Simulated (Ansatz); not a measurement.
System: SeF, charge 0, doublet. SeF (SMILES F[Se], doublet).
B3LYP-D3(BJ)/def2-TZVP minimum from Ansatz (an electronic-structure program):
```
F
Se 1 1.7548
```
Charge 0, spin multiplicity 2.

Total energies in hartree (Ansatz). Open shells are spin-unrestricted; no spin-orbit coupling. Cores are frozen in correlated methods (noble-gas shells, and filled d and f shells in the p block). No relativity.

| species | HF/cc-pVTZ | CCSD(T)/cc-pVTZ | HF/cc-pVQZ | CCSD(T)/cc-pVQZ | CCSDT(Q)/cc-pVTZ |
|---|---|---|---|---|---|
| 1: SeF (SMILES F[Se], doublet) | -2499.32342 | -2499.73078 | -2499.33765 | -2499.78112 | -2499.73221 |
| 2: Se (triplet) | -2399.87209 | -2399.99441 | -2399.87500 | -2400.00700 | -2399.99510 |
| 3: F (doublet) | -99.40552 | -99.62036 | -99.41377 | -99.65026 | -99.62061 |

**Question.** Work out the atomisation energy (electronic, to ground-state atoms) in kcal/mol: take Hartree-Fock from cc-pVQZ, extrapolate the CCSD(T) correlation energy as X^-3 (X = 3, 4), and add CCSDT(Q) - CCSD(T) in cc-pVTZ. 1 hartree = 627.51 kcal/mol.

**Answer.** 
Species 1: correlation (64·(-0.44347) - 27·(-0.40736))/37 = -0.46982; step -0.00143; E1 = -2499.33765 + (-0.46982) + (-0.00143) = -2499.80890
Species 2: correlation (64·(-0.13200) - 27·(-0.12232))/37 = -0.13906; step -0.00069; E2 = -2399.87500 + (-0.13906) + (-0.00069) = -2400.01475
Species 3: correlation (64·(-0.23649) - 27·(-0.21484))/37 = -0.25229; step -0.00025; E3 = -99.41377 + (-0.25229) + (-0.00025) = -99.66631
-1·E1 +1·E2 +1·E3 = 0.12784 hartree = 80.2 kcal/mol.
